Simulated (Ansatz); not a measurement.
Calculated with Ansatz (gas phase, PBE0-D4/def2-TZVP geometries, no zero-point term in ΔE). CBS: MP2 limit from def2 TZ/QZ plus the TZ coupled-cluster correction, frozen cores. DFT in def2-TZVPP. B3LYP here is the variant with VWN-RPA as its local correlation; programs differ in this. HSE06 is defined as in plane-wave codes. Elements past krypton have def2 core potentials. For Br, Sn outer-core shells are correlated without core-valence functions, which leaves a few kJ/mol of doubt a bond. Scalar relativity is left out up to krypton. One conformer a species, not always the lowest.

Consider the formal exchange of groups at the Si–Br bond: `[SiH3]Br` + `C[O][Sn][NH2]` → `[NH2][Sn][O][SiH3]` + `CBr`.

`[SiH3]Br`:

Z-matrix (Å, degrees):
```
Si
Br 1 2.219
H 1 1.480 2 108.4
H 1 1.481 2 108.4 3 -120.0
H 1 1.481 2 108.4 3 120.0
```

`C[O][Sn][NH2]`:

```xyz
9

C    -0.427    0.930   -0.913
O     0.473    1.416    0.038
Sn    1.303    0.373    1.508
N     0.403   -1.378    1.060
H     0.003    0.124   -1.525
H    -0.707    1.744   -1.592
H    -1.353    0.548   -0.459
H    -0.243   -1.528    0.299
H     0.548   -2.227    1.584
```

`[NH2][Sn][O][SiH3]`:

Z-matrix (Å, degrees):
```
Si
O 1 1.623
H 1 1.489 2 110.7
H 1 1.489 2 110.7 3 -120.4
H 1 1.496 2 112.1 3 119.8
Sn 2 1.989 1 144.0 3 -119.2
N 6 2.011 2 95.2 1 -0.1
H 7 1.010 6 124.3 2 -0.1
H 7 1.008 6 124.2 2 -179.9
```

`CBr`:

Cartesian coordinates in Å:
```
C 0.063 0.069 -0.160
Br -0.589 -0.654 1.509
H 0.449 1.065 0.034
H -0.770 0.106 -0.857
H 0.847 -0.587 -0.526
```

```
             level  ΔE (kJ/mol)  difference from CCSD(T)/CBS
       LDA (SPW92)        -42.1                         16.3
         revPBE-D4        -46.2                         12.2
           BLYP-D4        -56.0                          2.4
         r2SCAN-D4        -52.7                          5.7
            B97M-V        -59.1                         -0.7
           PBE0-D4        -49.5                          8.9
          B3LYP-D4        -58.0                          0.4
        r2SCANh-D4        -53.5                          4.9
        r2SCAN0-D4        -54.6                          3.8
          HSE06-D4        -49.3                          9.1
          BHLYP-D4        -62.3                         -3.9
      CAM-B3LYP-D4        -59.3                         -0.9
           ωB97X-V        -54.2                          4.2
           ωB97M-V        -56.0                          2.4
            B2PLYP        -60.0                         -1.6
          PBE-QIDH        -55.6                          2.8
               PBE        -45.2                         13.2
            revPBE        -45.5                         12.9
              BLYP        -54.7                          3.7
            r2SCAN        -52.4                          6.0
             B3LYP        -56.7                          1.7
           r2SCAN0        -54.2                          4.2
             HSE06        -48.5                          9.9
             BHLYP        -60.4                         -2.0
         CAM-B3LYP        -58.3                          0.1
           LC-ωPBE        -52.1                          6.3
RPA@PBE/def2-TZVPP        -61.1                         -2.7
       HF/def2-SVP        -45.2                         13.2
      MP2/def2-SVP        -44.5                         13.9
     CCSD/def2-SVP        -41.6                         16.8
  CCSD(T)/def2-SVP        -41.0                         17.4
    MP2/def2-TZVPP        -63.5                         -5.1
SCS-MP2/def2-TZVPP        -65.3                         -6.9
   CCSD/def2-TZVPP        -62.2                         -3.8
CCSD(T)/def2-TZVPP        -61.3                         -2.9
     HF/def2-QZVPP        -65.7                         -7.3
    MP2/def2-QZVPP        -62.4                         -4.0
SCS-MP2/def2-QZVPP        -64.4                         -6.0
      HF/CBS(def2)        -65.9                         -7.5
    CCSD/CBS(def2)        -59.3                         -0.9
       CCSD(T)/CBS        -58.4                            0
```

Largest T1 diagnostic among the species: 0.017.

At CCSD(T), def2-SVP lies +17.4 kJ/mol from the extrapolated value and def2-TZVPP −2.9 kJ/mol. From PBE to PBE0 (25 % exact exchange), in def2-TZVPP and without D4, ΔE moves by −3.5 kJ/mol. Leaving LDA and LC-ωPBE aside and taking each functional with its dispersion term where it has one, the values, not all of them listed here, spread over 16.3 kJ/mol, from BHLYP-D4 to PBE-D4. LDA lies +3.1 kJ/mol from PBE without D4.
